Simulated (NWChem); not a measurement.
Correlation energy of BF

```
B
F 1 1.2635
```
Charge 0, spin multiplicity 1.

All runs are NWChem calculations. Structure: optimised with B3LYP/def2-SVP, a minimum by its harmonic frequencies.

Basis set: def2-QZVP. Each correlation energy counts from its own Hartree-Fock reference.

```csv
method,correlation energy (mHa),difference from CCSD(T)
MP2,-348.8,+22.1
SCS-MP2,-346.6,+24.3
CR-CCSD[T],-369.5,+1.3
CR-CCSD(T),-368.9,+2.0
CCSD,-358.5,+12.4
CCSD+T(CCSD),-371.7,-0.8
CCSD(T),-370.9,0.0
```

The values span 25.1 mHa, from CCSD+T(CCSD) (lowest) to SCS-MP2 (highest). 

The correlated methods keep 2 core orbitals frozen. The structure started from a generated list of species. Coupled-cluster values serve here as a point of comparison, not as the truth.
